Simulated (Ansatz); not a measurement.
Abridged output of a molecular run in Ansatz:

```
Functional definition: HF
1894 factors; integrals over basis functions are off by at most 1.3e-3 eV
mean field evaluation 1: about -21956.9838 eV, gradient 5.9e1 eV
mean field evaluation 2: about -21957.2417 eV, gradient 5.9e1 eV
mean field evaluation 4: about -21964.4976 eV, gradient 3.8e0 eV
mean field evaluation 8: about -21964.5840 eV, gradient 3.0e-1 eV
mean field -21964.58431504 eV, -807.1835854477 hartree, gradient 2.1e-6 eV, S^2 0.000000; 0 other end points of the search recorded, 0 dependent functions left out
14 core orbitals not correlated: weight in the atoms' cores, before any rotation towards them, 1.000 or more for the frozen orbitals, at most 0.000 for the correlated occupied ones
reference -21964.58431504 eV, -807.1835854477 hartree; 34, 34 occupied and 128, 128 virtual orbitals, 1894 factors
second order -33.20651384 eV of doubles, -0.00000000 eV of singles
cycle   1  -33.57964741 eV  change   -3.7e-1 eV  update   1.5e-1
cycle   2  -34.46648627 eV  change   -8.9e-1 eV  update   4.7e-2
cycle   3  -34.73607813 eV  change   -2.7e-1 eV  update   2.7e-2
cycle   4  -34.73264324 eV  change    3.4e-3 eV  update   6.1e-3
cycle   5  -34.72527405 eV  change    7.4e-3 eV  update   2.7e-3
cycle   6  -34.72581575 eV  change   -5.4e-4 eV  update   8.0e-4
cycle   7  -34.72570160 eV  change    1.1e-4 eV  update   2.8e-4
cycle   8  -34.72551024 eV  change    1.9e-4 eV  update   9.1e-5
cycle   9  -34.72549014 eV  change    2.0e-5 eV  update   3.3e-5
perturbative correction -0.80709773 eV, -0.0296602943 hartree
Total energy: -22000.11690291 eV, -808.4893839670 hartree
```

Its atoms:

Cartesian coordinates in Å:
```
C 0.358 1.083 2.240
O 0.899 0.428 1.099
In 0.338 -1.577 0.641
F -1.540 -1.610 1.181
O 0.231 -0.688 -1.294
C -0.869 -0.965 -2.152
In 0.754 1.325 -0.829
F -0.994 2.194 -0.747
H -0.726 1.195 2.160
H 0.589 0.508 3.142
H 0.810 2.072 2.348
H 1.465 -2.809 0.900
H -0.715 -0.479 -3.120
H -0.942 -2.042 -2.326
H -1.810 -0.611 -1.723
H 2.152 1.975 -1.521
```

(1) Which basis set was used?
A. def2-SVP
B. cc-pV(Q+d)Z
C. def2-TZVPP
D. cc-pV(T+d)Z

(2) Write the keys of the input that set method, charge and spin (a neutral closed shell needs none for the last two).

## Answers

(1) A. It gives 176 functions.

(2) 
```yaml
correlation: {method: ccsd_t}
```
